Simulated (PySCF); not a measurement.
triplet silylene (H₂Si), triplet, geometry from GFN2-xTB; BHANDHLYP/STO-3G run with PySCF.

Input for PySCF:
```python
from pyscf import gto, scf, dft

mol = gto.M(
    atom='''
Si   -0.006391   -0.001951    0.085235
H     0.045667    1.283842   -0.567511
H     0.043812   -1.256535   -0.625785
''',
    basis='sto-3g',
    charge=0,
    spin=2,
    verbose=4,
)

mf = dft.UKS(mol)
mf.xc = 'bhandhlyp'
mf.kernel()
```

What the program printed (banner, timings and long lists left out):

```
PySCF version 2.14.0

[INPUT] verbose = 4
[INPUT] num. atoms = 3
[INPUT] num. electrons = 16
[INPUT] charge = 0
[INPUT] spin (= nelec alpha-beta = 2S) = 2
[INPUT] symmetry False subgroup None
[INPUT] Mole.unit = angstrom
[INPUT] Symbol           X                Y                Z      unit          X                Y                Z       unit  Magmom
[INPUT]  1 Si    -0.006391000000  -0.001951000000   0.085235000000 AA   -0.012077239662  -0.003686855669   0.161070806227 Bohr   0.0
[INPUT]  2 H      0.045667000000   1.283842000000  -0.567511000000 AA    0.086298122931   2.426109767214  -1.072440362678 Bohr   0.0
[INPUT]  3 H      0.043812000000  -1.256535000000  -0.625785000000 AA    0.082792680969  -2.374507015930  -1.182562262861 Bohr   0.0

nuclear repulsion = 10.4769050630146
number of shells = 7
number of NR pGTOs = 33
number of NR cGTOs = 11
basis = sto-3g
ecp = {}

******** <class 'pyscf.dft.uks.UKS'> ********
method = UKS
initial guess = minao
damping factor = 0
level_shift factor = 0
DIIS = <class 'pyscf.scf.diis.CDIIS'>
diis_start_cycle = 1
diis_space = 8
diis_damp = 0
SCF conv_tol = 1e-09
SCF conv_tol_grad = None
SCF max_cycles = 50
direct_scf = True
direct_scf_tol = 1e-13
number electrons alpha = 9  beta = 7
XC library pyscf.dft.libxc version 7.1.2
    S. Lehtola, C. Steigemann, M. J. T. Oliveira, and M. A. L. Marques,  SoftwareX 7, 1–5 (2018)
XC functionals = bhandhlyp
    A. D. Becke,  J. Chem. Phys. 98, 1372 (1993)
    Defined through Gaussian implementation.
radial grids:
    Treutler-Ahlrichs [JCP 102, 346 (1995); DOI:10.1063/1.469408] (M4) radial grids

becke partition: Becke, JCP 88, 2547 (1988); DOI:10.1063/1.454033
pruning grids: <function nwchem_prune>
grids dens level: 3
symmetrized grids: False
atomic radii adjust function: <function treutler_atomic_radii_adjust>
small_rho_cutoff = 0
Set gradient conv threshold to 3.16228e-05
tot grids = 38800
init E= -286.843428149198

cycle= 1 E= -287.168362833142  delta_E= -0.325  |g|= 0.0468  |ddm|= 1.58
cycle= 2 E= -287.172827267291  delta_E= -0.00446  |g|= 0.0148  |ddm|= 0.136
cycle= 3 E= -287.17330276933  delta_E= -0.000476  |g|= 0.0053  |ddm|= 0.0552
cycle= 4 E= -287.173365749962  delta_E= -6.3e-05  |g|= 0.002  |ddm|= 0.0199
cycle= 5 E= -287.173376133243  delta_E= -1.04e-05  |g|= 0.00019  |ddm|= 0.0107
cycle= 6 E= -287.173376208729  delta_E= -7.55e-08  |g|= 1.75e-05  |ddm|= 0.000826
cycle= 7 E= -287.173376209183  delta_E= -4.53e-10  |g|= 5.4e-07  |ddm|= 5.44e-05
Extra cycle  E= -287.173376209183  delta_E= -4.55e-13  |g|= 1.38e-07  |ddm|= 1.56e-06
converged SCF energy = -287.173376209183  <S^2> = 2.0003762  2S+1 = 3.0002508
```
